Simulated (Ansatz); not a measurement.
Molecule: sum formula H₄BN₂O (charge 0, doublet). It need not be the lowest isomer of its formula. SMILES: [NH]B(N)O
Structure (B3LYP-D3(BJ)/def2-TZVP (Ansatz, a first-principles code) minimum search):
```
B
O 1 1.3792
H 2 0.9619 1 112.27
N 1 1.4099 2 118.36 3 -173.71
H 4 1.0037 1 123.45 2 179.16
H 4 1.0062 5 114.35 1 169.66
N 1 1.4601 2 118.95 3 2.54
H 7 1.0208 1 115.11 2 122.09
```
Charge 0, spin multiplicity 2.

Parts of the frozen-core correlation energy in aug-cc-pVDZ (Ansatz, hartree). Frozen orbitals: 4; correlated occupied orbitals by spin: 12 and 11; virtual: 112 and 113. UHF or UKS for open shells. No spin-orbit coupling. Non-relativistic.

```
term                            value
-------------------------  ----------
reference (HF)             -210.89713
MP2 opposite-spin            -0.44603
MP2 same-spin                     ___
CCSD correlation                  ___
(T)                               ___
T1 diagnostic                   0.015
largest doubles amplitude       0.016
<S^2> of the reference          0.759
```

Q: Complete the blanks.

A: 
- MP2 same-spin, value: -0.15524
- CCSD correlation, value: -0.63427
- (T), value: -0.01934
